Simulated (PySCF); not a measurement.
# Vibration and rotation of ErF

B3LYP constants of ErF, quartet, about 11.5 electrons in the 4f shell (Mulliken), real f orbitals that mix terms (basis Er x2c-SVPall, F x2c-SVPall; spin-free X2C with a Gaussian nucleus; PySCF 2.14; masses 165.9303 and 18.9984 u):

```
ωe                      : 575.2 cm⁻¹
ωexe                    : 2.35 cm⁻¹
Be                      : 0.25616 cm⁻¹
αe                      : 0.00145 cm⁻¹
D (centrifugal)         : 2.03e-07 cm⁻¹
De to Er (4f12 6s2) + F : 5.84 eV
```

Task: Give the vibrational terms G(v) and spacings up to v = 6.

Result: G(v) = ωe(v+½) − ωexe(v+½)².

| v | G(v) (cm⁻¹) | G(v) − G(v−1) | Bv (cm⁻¹) |
| --- | --- | --- | --- |
| 0 | 287.0 |  | 0.2554 |
| 1 | 857.5 | 570.5 | 0.2540 |
| 2 | 1423.3 | 565.8 | 0.2525 |
| 3 | 1984.4 | 561.1 | 0.2511 |
| 4 | 2540.8 | 556.4 | 0.2496 |
| 5 | 3092.5 | 551.7 | 0.2482 |
| 6 | 3639.5 | 547.0 | 0.2467 |

Task: How well does the Morse estimate ωe²/(4ωexe) reproduce De, and what is D0?

Result: It gives 4.36 eV, 75 % of the computed De. D0 = De − G(0) = 5.84 − 0.04 = 5.80 eV.

These are scalar-relativistic numbers at best; spin–orbit coupling would shift them, the dissociation energy most. The state is the lowest single determinant that the PBE0 search found; with open d or f shells the true ground state can be another one.
